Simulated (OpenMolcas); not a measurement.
neutral beryllium: effect of the basis set

```yaml
Program: OpenMolcas 26.06
Method: "SS-CASPT2, IPEA 0.25 Eh, imaginary shift 0.1 Eh (closed shells correlated: 1s)"
Active_space: 2 electrons in 4 orbitals (2s 2p)
State_averaging: 2S+1 = 3 even, 3 roots; 2S+1 = 1 even, 6 roots; 2S+1 = 3 odd, 3 roots; 2S+1 = 1 odd, 3 roots
Spin-orbit_coupling: state interaction with AMFI integrals over the reference wave functions, term energies averaged over their components
```

A. ANO-RCC-VDZP [3s2p1d], DKH2, point nucleus; CASPT2 step about 1.4 core-seconds
B. ANO-R2 [4s3p1d], X2C, finite nucleus; CASPT2 step of the order of 1.6 core-seconds
C. ANO-RCC-VTZP [4s3p2d1f], DKH2, point nucleus; CASPT2 step about 1.9 core-seconds
D. ANO-L-VTZP [4s3p2d1f], non-relativistic, point nucleus; CASPT2 step of the order of 1.8 core-seconds
E. ANO-R3 [5s4p2d1f], X2C, finite nucleus; CASPT2 step roughly 1.3 core-seconds
F. ANO-RCC-VQZP [5s4p3d2f1g], DKH2, point nucleus; CASPT2 step of the order of 2.4 core-seconds

Energies in eV above 2s² ¹S₀, the measured ground level; measured values from NIST Handbook of Basic Atomic Spectroscopic Data.

| Level | A | B | C | D | E | F | Measured |
| --- | --- | --- | --- | --- | --- | --- | --- |
| 2s² ¹S₀ | 0.0000 | 0.0000 | 0.0000 | 0.0000 | 0.0000 | 0.0000 | 0.0000 |
| 2s 2p ³P°₀ | 2.782 | 2.807 | 2.728 | 2.717 | 2.802 | 2.725 | 2.7250 |
| 2s 2p ³P°₁ | 2.782 | 2.807 | 2.728 | 2.717 | 2.802 | 2.725 | 2.7250 |
| 2s 2p ³P°₂ | 2.782 | 2.807 | 2.729 | 2.717 | 2.803 | 2.725 | 2.7253 |
| 2s 2p ¹P°₁ | 6.101 | 6.019 | 5.687 | 5.598 | 5.852 | 5.652 | 5.2774 |
| 2p² ³P₀ | 7.626 | 7.647 | 7.471 | 7.431 | 7.622 | 7.447 | 7.4011 |
| 2p² ³P₁ | 7.626 | 7.647 | 7.471 | 7.431 | 7.622 | 7.447 | 7.4012 |
| 2p² ³P₂ | 7.626 | 7.647 | 7.471 | 7.431 | 7.623 | 7.447 | 7.4015 |
| 2p² ¹D₂ | 8.087 | 8.071 | 7.814 | 7.697 | 7.904 | 7.752 | 7.0525 |

Deviations, from unrounded energies. A percentage is the sum of absolute deviations over the sum of measured energies, with the sign that they share, or ± where signs differ.

| Against measurement | Levels | A | B | C | D | E | F |
| --- | --- | --- | --- | --- | --- | --- | --- |
| mean absolute deviation (cm-1) | 8 | 2700 | 2800 | 1400 | 1100 | 2300 | 1200 |
| other configurations (%) | 8 | +6.3 | +6.4 | +3.3 | ±2.5 | +5.4 | ±2.8 |

D lies closest to measurement on these levels and B furthest from it. The largest miss of D in the table is 2p² ¹D₂, by +5200 cm-1. The ranking rests on the paired levels alone, and a cruder setting can come out closer through cancelling errors.

Among A to F the level of the table that moves most is 2s 2p ¹P°₁, by 4100 cm-1 (lowest in D, highest in A). Moves below CASPT2's spread within the term are not significant.

CASPT2 breaks the degeneracy within a term, and the mean is taken; among the terms shown or strongly mixed into the levels shown the widest spread is 380 cm-1 (2p² ¹D, D). The ANO-R sets hold no well-fitted valence p shell for this element, so s → p excitations can come out far too high (holds for B; E). Measured partners are found by configuration, term and J. A level has none where our copy of the source lacks it or the pairing is in doubt (some pairs that miss far off the trend of their configuration count as doubtful), and it then counts in no deviation. Levels of configurations outside the active space are missing.

° marks odd parity.
